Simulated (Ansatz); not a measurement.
Species: C$_{5}$H$_{8}$, SMILES `C=CCC=C` (C–C–C–C torsion 122°, C–C–C–C torsion -122°) (charge 0, multiplicity 1).

Give a relaxed geometry from B3LYP-D3(BJ)/def2-TZVP in Ansatz (an electronic-structure program).

This is not unique; one that fits is the end point of this relaxation, one of several conformers (outside a Z-matrix the atoms follow the SMILES, hydrogens last).
Cartesian coordinates (Å) in one orientation:
```xyz
13

C      2.232     0.352     0.142
C      1.198    -0.425    -0.151
C     -0.023    -0.591     0.708
C     -1.288    -0.223    -0.015
C     -2.145     0.707     0.381
H      3.086     0.434    -0.518
H      2.261     0.936     1.055
H      1.205    -0.991    -1.080
H     -0.092    -1.643     1.018
H      0.075     0.005     1.618
H     -1.486    -0.772    -0.933
H     -3.041     0.932    -0.184
H     -1.981     1.281     1.286
```
